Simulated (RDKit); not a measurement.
RDKit input (UFF):

```python
from rdkit import Chem
from rdkit.Chem import AllChem, rdDetermineBonds

mol = Chem.MolFromXYZFile('mol.xyz')
rdDetermineBonds.DetermineBonds(mol, charge=0)
print('SMILES', Chem.MolToSmiles(Chem.RemoveHs(mol)))
ff = AllChem.UFFGetMoleculeForceField(mol)
e0 = ff.CalcEnergy()
flag = ff.Minimize(maxIts=5000, forceTol=1e-5)
print(f'energy {e0:.4f} -> {ff.CalcEnergy():.4f} kcal/mol, converged: {flag == 0}')
print(Chem.MolToXYZBlock(mol))
```
mol.xyz:
```
12

C     -1.86451500    -0.19305099    -0.30229087
C     -0.56333315    -0.04154812     0.48026975
C      0.64701013     0.05136304    -0.42749150
O      1.80978774     0.19009325     0.38569311
H     -1.85657416    -1.09701737    -0.91613990
H     -2.02991663     0.65781071    -0.96765210
H     -2.72100087    -0.25792182     0.36994247
H     -0.59818899     0.85497302     1.10460412
H     -0.42584240    -0.88977339     1.15582038
H      0.54058237     0.91196633    -1.10137152
H      0.71473927    -0.85110660    -1.04961729
H      2.58292759     0.24973953    -0.18405526
```

Output:

```
SMILES CCCO
energy 4.2925 -> 1.9311 kcal/mol, converged: True
12

C     -1.855399   -0.192294   -0.307522
C     -0.569678   -0.041592    0.500393
C      0.651674    0.052266   -0.412413
O      1.806734    0.189226    0.366992
H     -1.819478   -1.117653   -0.921154
H     -1.997537    0.685012   -0.974045
H     -2.722513   -0.257684    0.382980
H     -0.637226    0.876609    1.123497
H     -0.460009   -0.917523    1.176138
H      0.548241    0.934050   -1.084243
H      0.726459   -0.870219   -1.031304
H      2.564408    0.245329   -0.271609
```

The geometry given is a B3LYP-D3(BJ)/def2-TZVP minimum.
